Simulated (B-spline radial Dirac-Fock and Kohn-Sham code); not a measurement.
**Binding energies of Br⁵⁺ at several levels of theory**

System: the Br⁵⁺ ion, configuration [Ar] 3d10 4s1 4p1 (not the ground configuration).

The density-functional columns are spherical, spin-unpolarised Dirac-Kohn-Sham results without Breit or QED terms: −ε is minus the orbital energy of the initial state and ΔSCF the difference of two total energies. The reference in the last column comes from Dirac-Fock ΔSCF + Breit + QED. All numbers are from a radial B-spline solver, in eV; a selection of levels is shown. The Kohn-Sham columns are given as differences from the reference. For the 1s level of heavy atoms much of the gap between ΔSCF and the reference is the Breit and QED part, -30.0 eV here; for other levels the error of the functional can be larger.

| level | LDA −ε − DF | LDA ΔSCF − DF | Dirac-Fock |
| --- | --- | --- | --- |
| 1s | -195.5 | +27.2 | 13561.3 |
| 2s | -71.1 | -31.8 | 1874.1 |
| 2p1/2 | -51.0 | -3.3 | 1683.6 |
| 2p3/2 | -51.8 | -5.4 | 1636.9 |
| 3p1/2 | -26.7 | -10.4 | 276.7 |
| 3p3/2 | -26.7 | -10.5 | 269.8 |
| 3d3/2 | -13.8 | +2.2 | 153.3 |
| 3d5/2 | -13.9 | +2.0 | 152.3 |
| 4s | -5.6 | +1.9 | 87.88 |
| 4p | -5.1 | +1.7 | 71.55 |

Values without a named source are computed, but for edge energies of neutral atoms, which are taken from tables.
